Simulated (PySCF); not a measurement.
CH5F2NSi. Atoms are numbered in the order given.

```xyz
10

N     -1.9582    -0.5815     0.5114
Si    -0.8052     0.6540     0.1545
C      0.9123    -0.1903     0.1623
F      0.8899    -1.2034    -0.7668
F      1.8847     0.6971    -0.2048
H     -2.8467    -0.3562     0.9444
H     -2.0384    -1.3912    -0.0953
H     -0.9185     1.3180    -1.1785
H     -0.8712     1.6818     1.2294
H      1.2107    -0.6392     1.1281
```
Charge 0, spin multiplicity 1.

The structure is a stationary point at ωB97X-D3(BJ)/def2-SVP. This is a generated structure with no PubChem entry under its InChIKey; it may be hypothetical. One conformer was computed; it need not be the lowest.

Calculation: TDA-PBE0/def2-SVPD (PySCF 2.14.0).

Vertical excitations. Isolated molecule, no solvent.

```
state  energy (eV)  λ (nm)      f                                                                main pairs
-----  -----------  ------  -----  ------------------------------------------------------------------------
S1            6.33     196  0.017                                                            HOMO→LUMO 99 %
S2            7.20     172  0.018                                                          HOMO→LUMO+1 94 %
S3            7.55     164  0.015                                        HOMO−1→LUMO 78 %, HOMO→LUMO+2 14 %
S4            7.80     159  0.036                      HOMO→LUMO+2 64 %, HOMO−1→LUMO 16 %, HOMO→LUMO+3 11 %
S5            7.89     157  0.007                                        HOMO→LUMO+3 81 %, HOMO→LUMO+2 13 %
S6            8.11     153  0.048                                                          HOMO→LUMO+4 77 %
S7            8.25     150  0.021                                                        HOMO−1→LUMO+1 81 %
S8            8.52     146  0.023                    HOMO→LUMO+5 45 %, HOMO→LUMO+6 32 %, HOMO−1→LUMO+1 10 %
S9            8.65     143  0.046  HOMO→LUMO+6 42 %, HOMO→LUMO+5 29 %, HOMO−1→LUMO+2 8 %, HOMO−1→LUMO+3 7 %
S10           8.72     142  0.015                                                          HOMO−2→LUMO 88 %
T1            5.92     209      0                                                            HOMO→LUMO 96 %
T2            6.89     180      0                                                          HOMO→LUMO+1 87 %
T3            7.03     176      0                                                          HOMO−1→LUMO 70 %
T4            7.29     170      0                     HOMO→LUMO+2 46 %, HOMO→LUMO+3 28 %, HOMO−1→LUMO+1 8 %
```
Triplets are in the Tamm–Dancoff approximation.
